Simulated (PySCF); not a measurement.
Compound: C₆H₁₀O₃.
Structure used (PBE0-D3(BJ)/def2-SVP), in Å, numbered top down from 1:
```xyz
19
C6H10O3 angstrom
C      4.3649   -0.4251   -0.7614
C      3.2829    0.1334   -0.2293
O      2.0353   -0.3427   -0.5317
C      0.9595    0.2553    0.0325
O      1.0353    1.1853    0.7876
C     -0.3071   -0.4059   -0.4180
C     -1.5391    0.2195    0.1939
O     -2.6559   -0.4521   -0.3034
C     -3.8601    0.0374    0.1966
H      5.3507   -0.0340   -0.5086
H      4.2898   -1.2711   -1.4477
H      3.2876    0.9788    0.4628
H     -0.2525   -1.4789   -0.1720
H     -0.3573   -0.3593   -1.5181
H     -1.5756    1.3006   -0.0497
H     -1.4885    0.1543    1.2999
H     -3.9183   -0.0512    1.2999
H     -4.6752   -0.5532   -0.2442
H     -4.0160    1.1031   -0.0650
```

Method used: PySCF, TDDFT PBE0/def2-SVPD, vertical, gas phase, core orbitals frozen in the response.

Ground-to-excited transition dipoles (e·a0, same axes as the geometry; the sign carries no meaning), for the states with f of 0.002 or more among the lowest 8:

```json
{"state": "S2", "E (hartree)": "0.2260", "μx": "1.254", "μy": "-0.345", "μz": "-0.370"}
{"state": "S3", "E (hartree)": "0.2304", "μx": "-0.684", "μy": "0.213", "μz": "0.221"}
{"state": "S4", "E (hartree)": "0.2587", "μx": "0.009", "μy": "-0.092", "μz": "0.117"}
{"state": "S5", "E (hartree)": "0.2611", "μx": "-0.029", "μy": "0.365", "μz": "-0.439"}
{"state": "S6", "E (hartree)": "0.2750", "μx": "-0.902", "μy": "0.398", "μz": "0.391"}
{"state": "S7", "E (hartree)": "0.2791", "μx": "0.014", "μy": "-0.138", "μz": "0.166"}
{"state": "S8", "E (hartree)": "0.2827", "μx": "0.023", "μy": "-0.109", "μz": "0.122"}
```

**Question.** Work out the oscillator strengths.

**Answer.** f = (2/3) ΔE |μ|² with ΔE in hartree (27.2114 eV).

```json
{"state": "S2", "|μ|² (au)": "1.829", "|μ| (D)": "3.44", "f": "0.276"}
{"state": "S3", "|μ|² (au)": "0.562", "|μ| (D)": "1.91", "f": "0.086"}
{"state": "S4", "|μ|² (au)": "0.022", "|μ| (D)": "0.38", "f": "0.004"}
{"state": "S5", "|μ|² (au)": "0.326", "|μ| (D)": "1.45", "f": "0.057"}
{"state": "S6", "|μ|² (au)": "1.124", "|μ| (D)": "2.69", "f": "0.206"}
{"state": "S7", "|μ|² (au)": "0.047", "|μ| (D)": "0.55", "f": "0.009"}
{"state": "S8", "|μ|² (au)": "0.027", "|μ| (D)": "0.42", "f": "0.005"}
```

**Question.** What is the point group, and which symmetry does each of these states have?

**Answer.** Cs. The ground state is totally symmetric, so the direction of μ fixes the label. Polarised normal to the mirror plane, so A″: S4, S5, S7 and S8. Polarised in the mirror plane, so A′: S2, S3 and S6.

**Question.** Which bond between heavy atoms lies closest to the direction of the S2 transition dipole?

**Answer.** O8–C9, at 8° from it; next C6–C7 and C1–C2 at 13°.

**Question.** What angle do the transition dipoles of S2 and S6 make?

**Answer.** |cos θ| = |μa·μb| / (|μa| |μb|) = 0.99, so θ ≈ 10° (taken between 0 and 90°, since the signs are arbitrary).

**Question.** What peak molar absorption coefficient would the strongest computed level give as a lone Gaussian band 0.4 eV wide at half height?

**Answer.** ε(max) = 2.175×10⁸ f / FWHM, with the width in cm⁻¹. S2: 2.175×10⁸ × 0.2756 / 3226 ≈ 19000 L mol⁻¹ cm⁻¹.

The vertical ionisation energy (ΔSCF) is 9.57 eV, 1.88 eV above S8.

The run took 9.6 min wall on Arm Neoverse N1, one thread (shared host), and the process peaked at 1.1 GiB of memory.

One conformer stands for the species.
